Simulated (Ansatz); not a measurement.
The same ligand exchange along the group C, Si, Ge, Sn.

Gas-phase electronic energies from Ansatz, PBE0-D4/def2-TZVP geometries. CCSD(T)/CBS adds triple-zeta CCSD(T) − MP2 to the extrapolated MP2 energy (def2 sets, frozen cores). This one scheme is used for every species. DFT in def2-TZVPP. def2 core potentials past Kr. For Ge, I, Sn outer-core shells are correlated without core-valence functions, which leaves a few kJ/mol of doubt a bond. Scalar relativity is left out up to krypton.

```json
{"reaction": "`ClCI` + HCl → `ClCCl` + HI", "r2SCAN-D4 (kcal/mol)": "3.0"}
{"reaction": "`Cl[SiH2]I` + HCl → dichlorosilane + HI", "r2SCAN-D4 (kcal/mol)": "-3.7"}
{"reaction": "`[Cl][GeH2][I]` + HCl → `[Cl][GeH2][Cl]` + HI", "r2SCAN-D4 (kcal/mol)": "1.9"}
{"reaction": "`[Cl][SnH2][I]` + HCl → `[Cl][SnH2][Cl]` + HI", "r2SCAN-D4 (kcal/mol)": "4.6"}
```

(1) Give the CCSD(T)/CBS values in the same order. (Best estimate.)

Largest T1 diagnostic: 0.011, for `[Cl][SnH2][Cl]`.

## Answers

(1) Computed: 4.7, -2.7, 3.0, 6.1 kcal/mol.
